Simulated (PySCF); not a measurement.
W²⁺ (tungsten, charge +2) across methods

[Xe] 4f14 5d4, high-spin 5D determinant. Calculation: PySCF 2.14, in x2c-TZVPPall with one added diffuse shell each of s, p, d, f type (12s8p8d4f1g, 113 functions); scalar relativity by spin-free X2C-1e.

```
method   E (hartree)  mean ε 4f α (eV)  mean ε 4f β (eV)  mean ε 5d α (eV)  Σ⟨r²⟩ (bohr²)   ⟨S²⟩
   PBE     -16142.60           -49.601           -49.212           -20.956          42.00  6.001
  PBE0     -16142.39           -54.001           -53.572           -22.381          41.71  6.002
   UHF  -16137.44599           -66.344           -66.015           -26.073          41.49  6.006
   LDA     -16132.23           -50.118           -49.700           -21.132          42.10  6.001
r2SCAN     -16142.70           -49.970           -49.511           -21.201          41.68  6.003
```

Spin-orbit coupling, absent here, splits the open shell strongly.
